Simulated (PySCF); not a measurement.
F2H4SSi2, SMILES S([SiH2]F)[SiH2]F.

Geometry optimised at TPSSh-D3(BJ)/def2-SVP. The values are those of a single conformer.

All values below come from PySCF with SMD-PBE0/def2-SVP.

Solvation free energies are E(SMD) − E(gas) at the gas-phase geometry, for 1 M in both phases. In vacuum the dipole moment is 0.21 D.

Computed solvation free energies in water, 1-octanol, chlorobenzene:
```
solvent        ΔG(solv) (kcal/mol)  its non-electrostatic (CDS) part  dipole (D)
-------------  -------------------  --------------------------------  ----------
water                          0.3                               3.5        0.38
1-octanol                     -3.1                              -0.3        0.35
chlorobenzene                 -3.0                              -0.5        0.33
```
